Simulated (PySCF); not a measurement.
A calculated (BP86, PySCF 2.14, def2-QZVPPD, the non-relativistic Hamiltonian (point nucleus)) atom or ion has these occupied shells.

```tsv
shell	electrons	orbital energy (eV)	rms radius, mean of both spins (bohr)
1s α	1	-6385.0	0.0713
1s β	1	-6384.9	0.0713
2s α	1	-741.78	0.307
2s β	1	-739.66	0.307
2p α	3	-636.92	0.275
2p β	3	-635.31	0.275
3s α	1	-93.980	0.925
3s β	1	-88.852	0.925
3p α	3	-64.070	0.988
3p β	3	-59.008	0.988
3d α	5	-16.655	1.33
4s α	1	-12.629	2.94
```

**Question.** Name the element and its charge.

**Answer.** Mn⁺ (manganese, charge +1), in [Ar] 3d5 4s1, high-spin 7S determinant.
